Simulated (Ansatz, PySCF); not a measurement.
Gas-phase reaction (SMILES): C[O][AlH2] + F (HF) → [F][AlH2] + CO (CH4O); hydrogen fluoride cleaves one Al-O bond, a model of a ligand-exchange step.

Geometries: B3LYP-D3(BJ)/def2-TZVP minima from Ansatz (a first-principles code), one conformer each, not searched for the lowest. Cores are frozen in the correlated levels unless marked. Spin-orbit coupling is left out. Non-relativistic. Basis-set limits of correlation are two-point, X^-3; Hartree-Fock from the larger set. Thermal terms are rigid-rotor harmonic-oscillator values from B3LYP-D3(BJ) frequencies (Ansatz or PySCF) at 298.15 K and 1 atm. 1 Eh = 627.5095 kcal/mol.

| species | E, CCSD(T)/CBS(cc-pV(T+d)Z,cc-pV(Q+d)Z) (Ansatz) (Eh) | E, r2SCAN-D4/def2-TZVPD (Ansatz + dftd4) (Eh) | H - E (Eh) |
|---|---|---|---|
| C[O][AlH2] | -358.25926 | -358.75109 | 0.06139 |
| F (HF) | -100.39146 | -100.44728 | 0.01259 |
| [F][AlH2] | -343.06047 | -343.51231 | 0.01964 |
| CO (CH4O) | -115.60979 | -115.70530 | 0.05533 |

### Question
Work out ΔE and ΔH at 298.15 K at the first level, then ΔH at the second.

### Answer

1. ΔE = [(-343.06047) + (-115.60979)] - [(-358.25926) + (-100.39146)] = -0.01954 Eh = -12.3 kcal/mol at CCSD(T)/CBS(cc-pV(T+d)Z,cc-pV(Q+d)Z).
2. The terms H - E add up to 0.00099 Eh, so ΔH = (-0.01954 + (0.00099))×627.5095 = -11.6 kcal/mol.
3. At r2SCAN-D4/def2-TZVPD the same steps give ΔE = -12.1 and ΔH = -11.5 kcal/mol, a shift of +0.1 from the first level.
4. These values are not checked against measurement here, since the tables used lack a sound gas-phase enthalpy of formation for at least one species.
